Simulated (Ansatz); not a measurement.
`[SiH3]C1C[SiH2]C1` from Hartree–Fock to CCSD(T)

Z-matrix (Å, degrees):
```
C
C 1 1.565
Si 1 2.394 2 51.9
Si 1 1.877 2 112.2 3 103.5
C 1 1.565 2 101.4 3 -16.4
H 1 1.095 2 112.1 3 -136.2
H 2 1.093 1 111.6 3 112.9
H 2 1.091 1 116.5 3 -122.6
H 3 1.490 1 137.6 2 -79.7
H 3 1.488 1 114.4 2 100.3
H 4 1.490 1 109.7 2 -56.6
H 4 1.489 1 110.6 2 62.9
H 4 1.489 1 110.6 2 -176.1
H 5 1.093 1 111.6 2 -96.5
H 5 1.091 1 116.5 2 139.0
```

Total charge 0; spin multiplicity 1. All single points use the PBE0-D4/def2-TZVP geometry. Frozen core, restricted reference, the Gaussian-basis code of Ansatz. CBS rows extrapolate triple and quadruple zeta; past MP2 they add the triple-zeta difference.

```tsv
basis	HF (Eh)	MP2 corr.
def2-SVP	-696.99073	-0.62627
def2-TZVPP	-697.32477	-0.77022
def2-QZVPP	-697.34818	-0.82026
```

Problem. Estimate the CCSD correlation energy and the (T) correction in each basis where they were run (hartree).

Solution. 
```json
{"basis": "def2-SVP", "CCSD corr.": "-0.69921", "(T)": "-0.02217"}
{"basis": "def2-TZVPP", "CCSD corr.": "-0.83534", "(T)": "-0.03410"}
{"basis": "CBS(def2)", "CCSD corr.": "-0.92244", "(T)": "as TZ"}
```
